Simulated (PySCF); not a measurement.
Stepwise substitution at one centre (Al Br-H). All species are isolated molecules in the gas phase. Strings in code marks are SMILES.

Level of theory: B3LYP-D3(BJ)/def2-TZVP (PySCF 2.14.0). B3LYP has the VWN-RPA correlation part, as in Gaussian. Excitations are Tamm–Dancoff values on a coarser integration grid. The basis has no diffuse functions, so Rydberg states are missing or too high.

| species | LUMO (eV) | S1 excitation (TDA) (eV) | T1 excitation (TDA) (eV) | HOMO–LUMO gap (eV) | S1 oscillator strength |
|---|---|---|---|---|---|
| 0 of 3 Br replaced by H | -1.87 | 5.49 | 5.22 | 6.49 | 0.000 |
| 1 of 3 Br replaced by H (`[Br][AlH][Br]`) | -1.85 | 5.46 | 5.35 | 6.51 | 0.000 |
| 2 of 3 Br replaced by H | (withheld) | (withheld) | 4.75 | 6.07 | (withheld) |
| 3 of 3 Br replaced by H (`[AlH3]`) | (withheld) | – | – | 6.43 | – |

### Question
What belongs in the gaps?

### Answer

- 2 of 3 Br replaced by H, LUMO (eV): -1.96
- 2 of 3 Br replaced by H, S1 excitation (TDA) (eV): 4.98
- 2 of 3 Br replaced by H, S1 oscillator strength: 0.000
- 3 of 3 Br replaced by H (`[AlH3]`), LUMO (eV): -1.97
